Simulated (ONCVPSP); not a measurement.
## K, ONCV: configuration errors across variants

| Item | Value |
| --- | --- |
| Element | K |
| Generator | ONCVPSP 4.0.1 |
| Type | optimised norm-conserving Vanderbilt (ONCV) |
| Functional | LDA (Perdew-Zunger) |
| Relativity | scalar-relativistic |
| Frozen core | [Ne] |
| Valence charge | 9 |
| Reference configuration | 3s2 3p6 4s1 |
| Partial waves | 3s+4s: rc 2.00 bohr, ncon 4, nbas 7, qcut 5.1 1/bohr, 3 projectors, debl 1.2 Ha; 3p: rc 2.25 bohr, ncon 4, nbas 8, qcut 7.5 1/bohr, 2 projectors, debl 1.2 Ha; d scattering state at 0.34 Ha: rc 2.05 bohr, ncon 4, nbas 9, qcut 5.5 1/bohr, 2 projectors, debl 1.9 Ha; f scattering state at 0.16 Ha: rc 2.30 bohr, ncon 4, nbas 8, qcut 4.3 1/bohr, 3 projectors, debl 1.2 Ha |
| Local potential | polynomial inside 1.80 bohr (lpopt 3, dvloc0 0 Ha) |
| Core correction | none |

All-electron excitation energies from the reference (eV): (1) 3s2 3p6 4s0 4.407; (2) 3s2 3p6 4s0.5 1.710; (3) 3s2 3p6 4s0 4p1 1.630; (4) 3s1 3p6 4s1 41.829.

1 further variants failed, have other tests or another functional or relativity, and are left out.

Errors AE − PS in meV (a dash: test not solved or not reliable):

```tsv
change	(1)	(2)	(3)	(4)	bound ghosts	GHOST(+) flags above zero
base	-0.1	0.0	0.0	-110	none	f
s: rc 2.42	-0.2	0.0	-0.1	-201	none	f
local potential polynomial inside 1.80 bohr (lpopt 3, dvloc0 1.5 Ha)	-0.1	0.0	0.0	-110	none	none
s: nproj 4	-0.1	0.0	0.0	-110	none	f
s: ncon 3, nbas 6	-0.1	0.0	0.0	-136	none	f
local potential polynomial inside 1.80 bohr (lpopt 1, dvloc0 1 Ha)	-0.1	0.0	0.0	-110	none	f
```

Q: Give the same row for: s: nbas 8.

A: -0.1, 0.0, 0.0, -116; bound ghosts: none; GHOST(+) flags above zero: f.
